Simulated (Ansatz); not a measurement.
Coupled-cluster diagnostics for the cluster B6Pt⁺, Ansatz.

Geometry of the doublet (r2SCAN-D4/def2-SVP):

```xyz
7

Pt   -1.2264    0.6632   -1.5373
B     0.5203    0.1431   -0.6930
B     0.3684   -1.3745    0.3232
B     0.6824    0.8050    1.0133
B    -1.0907   -0.7285    0.0031
B    -0.8641    0.8417    0.5071
B     1.6101   -0.3500    0.3836
```

In the def2 sets Pt takes a core potential; there is no spin–orbit coupling. Correlated methods freeze 6 core orbitals; core or outer-core shells of Pt are correlated, in sets that lack core-valence functions. Another isomer (doublet) lies 1.06 eV lower at PBE0-D4/def2-TZVP; other spin states weren't run for this one.

Estimate the CCSD(T) correlation energy, the shares of MP2 and (T), T1 and the reference's ⟨S²⟩ for: charge 1, doublet, own geometry in def2-SVP; and the rough time on 4 threads of Intel Xeon 6975P-C on a shared host.


```tsv
state	basis	correlation (eV)	MP2 share (%)	(T) share (%)	T1	⟨S²⟩ (pure)	wall time	remarks
charge 1, doublet, own geometry	def2-SVP	-24.566	97.0	6.7	0.040	0.98 (0.75)	22 s	spin-contaminated
```
Customary marks for T1 are 0.02 (closed shells), 0.045 (open shells) and about 0.05 (3d metals). T1 exceeds 0.02 in 1 of 1 rows and 0.045 in 0; the higher it lies, the less the single-reference result can be trusted.
